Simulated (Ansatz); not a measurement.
The same path of ClH3Sn + H2O (8 atoms, charge 0, multiplicity 1) was run 3 times with different band settings. Lost on the way: Sn1–H2, O6–H8. Made: Sn1–O6, H2–H8.

Method: RKS revPBE-D4/def2-SVP (Ansatz 0.2.0).

Relaxed end points:

```xyz
8
Properties=species:S:1:pos:R:3
Sn 0.000 -0.328 -0.017
H 0.116 -0.758 1.648
H 1.468 -0.122 -0.886
Cl -1.287 1.717 -0.187
H -1.051 -1.444 -0.834
O 1.458 1.917 1.294
H 1.157 1.894 2.222
H 0.732 2.416 0.859
```

```xyz
8
Properties=species:S:1:pos:R:3
Sn 0.289 0.231 -0.835
H -0.082 0.949 3.882
H 1.408 0.397 -2.143
Cl -1.456 1.801 -1.252
H -0.394 -1.315 -0.529
O 1.156 0.728 0.914
H 1.475 1.652 0.889
H 0.198 0.849 3.173
```

Common settings: movable images 5; climbing image yes; spring 5.0 eV/Å²; optimiser quadratic models (default); iteration limit 60; end points relaxed.

| run | start path | force threshold |
| --- | --- | --- |
| 1 | through a guess of the saddle point | 0.05 eV/Å |
| 2 | straight line | 0.05 eV/Å |
| 3 | through a guess of the saddle point | 0.2 eV/Å |

(1) What does each run give, and how far can it be trusted?

Results:

(1) Run 1: converged after 39 iterations, highest image 1.330 eV above the first end. A vibrational analysis at the climbing image gives one clearly imaginary mode, 1192i cm⁻¹: a first-order saddle point.
Run 2: converged after 23 iterations, highest image 1.500 eV above the first end. The order of the point at the top wasn't checked.
Run 3: converged after 17 iterations, highest image 1.578 eV above the first end. The threshold of 0.2 eV/Å is loose, so the images may lie well off the minimum-energy path. Neighbouring images differ by up to 1.3 eV, so the band resolves the path poorly. The order of the point at the top wasn't checked.
The orbitals stay closed-shell, which can raise the energy where a bond breaks towards radicals; this wasn't checked here.
